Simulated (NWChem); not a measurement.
System: Si2H4F2; SMILES [SiH](F)(F)[SiH3]

The following NWChem deck was run.

```
start job
memory heap 200 mb stack 900 mb global 1100 mb
geometry units angstroms noautoz
  Si     0.000709     1.731048    -0.102714
  Si     0.000289    -0.568390     0.367385
  F      1.317029    -1.246079    -0.325636
  F     -1.314955    -1.246186    -0.328388
  H      0.003711     1.934666    -1.591811
  H      1.225846     2.366063     0.495928
  H     -1.227105     2.365532     0.490966
  H     -0.001212    -0.955581     1.815971
end
basis spherical
  * library aug-pcseg-1
end
dft
  xc xpbe96 cpbe96
  iterations 150
  mulliken
end
task dft energy
```

The geometry was optimised at PBE-D3(BJ)/def2-SVP.

**Question.** Give the results of this calculation. (PBE/aug-pcseg-1.) Quantities: basis functions; energy (Ha); highest occupied level (eV); orbital gap (eV); dipole (D).

**Answer.** 
- number of basis functions = 136
- energy (Ha) = -780.64
- highest occupied level (eV) = -7.52
- orbital gap (eV) = 6.10
- dipole (D) = 1.86
